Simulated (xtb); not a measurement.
(E)-1-chloro-3,3-difluoroprop-1-ene (C3H3ClF2), SMILES FC(F)/C=C/Cl. All values are semi-empirical tight-binding results from xtb (GFN2-xTB unless named), good for trends rather than for accurate numbers. Coordinates come from a GFN2-xTB optimisation. The values are those of a single conformer.

Optimised geometry:

```xyz
9

F     -1.9112    -1.4880     0.5042
C     -1.3270    -0.3094     0.8459
F     -2.0080     0.6552     0.1869
C      0.1292    -0.3216     0.4913
C      0.6527     0.4993    -0.4058
Cl     2.3095     0.4869    -0.8122
H     -1.4994    -0.1647     1.9264
H      0.7118    -1.0706     1.0044
H      0.0701     1.2423    -0.9306
```

**Question.** Estimate the properties. (An estimate is asked for; the answer gives what the named calculation found.)

**Answer.** 
- orbital gap: 4.49 eV
- dipole moment: 2.09 D
- zero-point energy: 33.5 kcal/mol
- G − E(el) at 298.15 K (modified RRHO): 13.8 kcal/mol
- static polarisability (D4 model): 53.7 bohr³
- solvation energy, GFN2-xTB/ALPB(water): -2.8 kcal/mol
- solvation energy, GFN2-xTB/ALPB(dmf): -4.9 kcal/mol

Computed atomic charges and the Wiberg bond orders between heavy atoms:
charges (e) F1 -0.22, C2 0.31, F3 -0.22, C4 -0.07, C5 0.06, Cl6 -0.12, H7 0.07, H8 0.09, H9 0.10. Bond orders F1–C2 0.94, C2–F3 0.95, C2–C4 0.99, C4–C5 1.89, C5–Cl6 1.03.
